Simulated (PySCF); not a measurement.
# Be⁺: excitation energy

Be⁺ [He] 2s1 (2S) → Be⁺ [He] 3d1 (2D), as a difference of total energies. Computed with PySCF 2.14 in aug-cc-pVDZ-DK, with scalar relativity by spin-free X2C-1e. The calculations carry no spin-orbit coupling.

```
 method  excitation energy (eV)
    UHF                  12.359
    LDA                  11.944
    PBE                  11.848
   PBE0                  11.999
 r2SCAN                  11.864
 PBEsol                  11.791
wB97M-V                  12.391
   BLYP                  11.824
  B3LYP                  11.994
```

For comparison: 12.157 eV (measured; NIST levels, between the centres of gravity of the two terms).
